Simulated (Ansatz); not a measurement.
`N[SiH2]C=O` + `BBO` → `O=C[SiH2]BO` + `BN`  (redistribution)

Computed with Ansatz on PBE0-D4/def2-TZVP structures; ΔE is electronic, products minus reactants. CCSD(T)/CBS is the MP2 limit (def2-TZVPP, def2-QZVPP) plus CCSD(T) − MP2 in def2-TZVPP, frozen cores. This one scheme is used for every species. DFT in def2-TZVPP. One conformer a species, not always the lowest.

```csv
species,r2SCAN-D4 energy (Eh)
`N[SiH2]C=O`,-460.54637
`BBO`,-127.29530
`O=C[SiH2]BO`,-505.87135
`BN`,-82.01752
```

Problem. Work out ΔE.

Solution. ΔE = (-505.87135) + (-82.01752) − (-460.54637) − (-127.29530) = -0.04720 Eh = -123.9 kJ/mol. CCSD(T)/CBS gives -119.1 kJ/mol.

Largest T1 diagnostic among the species: 0.017.

In def2-TZVPP, CCSD(T) changes the Hartree–Fock value by −32.3 kJ/mol (the triples alone add −7.0 kJ/mol) and MP2 by −29.8 kJ/mol. From PBE to PBE0 (25 % exact exchange), in def2-TZVPP and without D4, ΔE moves by +8.5 kJ/mol.
